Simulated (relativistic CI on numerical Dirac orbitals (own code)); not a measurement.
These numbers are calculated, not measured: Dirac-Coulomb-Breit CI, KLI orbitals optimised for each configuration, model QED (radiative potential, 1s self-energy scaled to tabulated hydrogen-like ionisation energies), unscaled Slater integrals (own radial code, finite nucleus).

Configurations in the expansion (outside the closed core [Ar]): 3d10.4s2, 3d10.4s.4p, 3d10.4p2, 3d10.4s.4d, 3d10.4s.4f, 3d10.4d2, 3d10.4p.4d, 3d10.4f2, 3d10.4p.4f, 3d10.4d.4f, 3d10.4s.5s, 3d10.4s.5p, 3d10.4s.5d, 3d10.4s.5f, 3d10.4s.5g, 3d10.4s.6s, 3d10.4s.6p, 3d10.4s.6d, 3d10.4s.6f, 3d9.4s2.4p, 3d10.4s.7s, 3d9.4s2.4d, 3d9.4s2.4f, 3d9.4s2.5s, 3d9.4s2.5p, 3d9.4s2.5d. Double excitations out of closed p, d and f shells are left out; levels of such configurations are missing from the list, as are those of other unlisted configurations, and high levels can miss mixing partners. These lack a partner that the ground configuration has and come out too high: 3d9.4s2.4p, 3d9.4s2.4d, 3d9.4s2.4f, 3d9.4s2.5s, 3d9.4s2.5p.

At this charge energies of transitions that change n are usually good to better than 1 %, and those within a shell (Δn = 0) to a few per cent.

Outline of the computed level scheme of Pt XLIX. Lowest level of each configuration: 3d10.4s2 1S_0 at 0.000 eV; 3d10.4s.4p 3P°_0 at 95.089 eV; 3d10.4p2 3P_0 at 218.200 eV; 3d10.4s.4d 3D_1 at 400.582 eV; 3d10.4p.4d 3F°_2 at 500.734 eV; 3d10.4s.4f 3F°_3 at 608.207 eV; 3d10.4p.4f 3G_3 at 715.390 eV; 3d10.4d2 3F_2 at 808.980 eV.

Some strong electric-dipole decays among the lowest 45 levels: 3d10.4d2 3P_0 → 3d10.4p.4d 3D°_1 (2.4e+12 s⁻¹); 3d10.4p.4d 3D°_1 → 3d10.4p2 3P_0 (1.7e+12 s⁻¹); 3d10.4s.4d 3D_2 → 3d10.4s.4p 3P°_1 (1.5e+12 s⁻¹); 3d10.4p2 1S_0 → 3d10.4s.4p 1P°_1 (1.3e+12 s⁻¹); 3d10.4d2 3F_2 → 3d10.4p.4d 3D°_1 (1.3e+12 s⁻¹); 3d10.4d2 3P_1 → 3d10.4p.4d 3P°_2 (1.2e+12 s⁻¹); 3d10.4d2 3F_2 → 3d10.4p.4d 3F°_2 (1.2e+12 s⁻¹); 3d10.4p.4d 3F°_3 → 3d10.4s.4d 3D_2 (1.0e+12 s⁻¹).

LS names give the leading component of a level, which can be under half, so a name can repeat, a term be missing and a line seem to break the LS rules.
